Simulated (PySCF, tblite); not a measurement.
Isomers of [C5H8OS]+ (charge +1 and doublet state), one GFN2-xTB conformer each. Single-point energies are computed at B3LYP/pcH-1 (PySCF, gas phase, no added dispersion term), electronic only. GFN2-xTB treats the open shell by occupation alone, and not every SCF solution was tested for stability.

```csv
SMILES,GFN2-xTB relative energy (kcal/mol)
C[C@H]1[S+]CCC1=O,0.0
CC(=S)[C@H](C)C=[O+],13.7
```

Conformers: `[CH3:1][C@H:2]1[S+:3][CH2:4][CH2:5][C:6]1=[O:7]` (charge +1 and doublet state) with C1–C2–S3–C4 147°, C2–S3–C4–C5 -1°, S3–C4–C5–C6 -18°, C4–C5–C6–O7 -150°; `[CH3:1][C:2](=[S:3])[C@H:4]([CH3:5])[CH:6]=[O+:7]` (charge +1 and doublet state) with C1–C2–C4–C5 -40°, C2–C4–C6–O7 -9°.

What does B3LYP/pcH-1 give for the same structures?

```tsv
SMILES	B3LYP/pcH-1 E (Eh)	B3LYP/pcH-1 (kcal/mol)	GFN2-xTB (kcal/mol)	point group
C[C@H]1[S+]CCC1=O	-668.47373	0.0	0.0	C1
CC(=S)[C@H](C)C=[O+]	-668.46678	4.4	13.7	C1
```

Both levels put the same isomer lowest. Neighbours under 5.0 kcal/mol apart (C[C@H]1[S+]CCC1=O and CC(=S)[C@H](C)C=[O+]) can change places with a better method, another conformer or zero-point energy.

What happens when harmonic zero-point energies from GFN2-xTB frequencies are added?

```tsv
SMILES	ZPE (kcal/mol)	electronic (kcal/mol)	with ZPE (kcal/mol)
C[C@H]1[S+]CCC1=O	73.7	0.0	0.0
CC(=S)[C@H](C)C=[O+]	73.0	4.4	3.7
```

The zero-point energies span 0.7 kcal/mol. The order is unchanged.

As an exercise, what shares would exp(−E/RT) give at 2000 K from these electronic energies alone (no entropy, no degeneracies)?

RT = 3.974 kcal/mol: C[C@H]1[S+]CCC1=O 75.0 %, CC(=S)[C@H](C)C=[O+] 25.0 %.
